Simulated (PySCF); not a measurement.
Species: C₅H₁₂OSi.
SMILES: `C1C([SiH2]O)CCC1`

Computed with PySCF 2.14.0, density-fitted response routines, TDDFT PBE0/def2-SVPD, vertical, gas phase, core orbitals frozen in the response. Geometry: PBE0-D3(BJ)/def2-SVP, one conformer, isolated molecule.

Orbital energies (eV): HOMO-3 -9.28, HOMO-2 -9.06, HOMO-1 -8.73, HOMO -7.81, LUMO 0.13, LUMO+1 0.65, LUMO+2 1.28.

Computed singlets:

```
state  E (eV)       f
   S1    6.67  0.0036
   S2    7.32   0.012
   S3    7.55  0.0012
   S4    8.02   0.018
   S5    8.05   0.018
   S6    8.19   0.059
```

Question: Which orbital pair leads each of S1, S2, S3 and S4, and how does its energy difference Δε compare with the excitation energy?

Answer: 

```
state  leading configuration  weight  Δε (eV)  E (eV)  E − Δε (eV)       f  other configurations
   S1              HOMO→LUMO    0.96     7.95    6.67        -1.28  0.0036                     –
   S2            HOMO→LUMO+1    0.92     8.47    7.32        -1.14   0.012                     –
   S3            HOMO-1→LUMO    0.90     8.86    7.55        -1.31  0.0012                     –
   S4            HOMO→LUMO+2    0.79     9.09    8.02        -1.07   0.018           H→L+3 (13%)
```

E − Δε runs from -1.31 to -1.07 eV. Among themselves, these states come in the order of their orbital differences.

H and L stand for HOMO and LUMO. The other states: S5 8.05 eV, f 0.018, H→L+3 (69%), H→L+2 (12%); S6 8.19 eV, f 0.059, H-2→L (51%), H-3→L (24%), H→L+3 (10%).

Summed over the main configurations (up to three a state, each over 8%) of all 6 singlets, the electron leaves HOMO with weight 3.72, HOMO-1 with weight 0.90, HOMO-2 with weight 0.51 and HOMO-3 with weight 0.24.
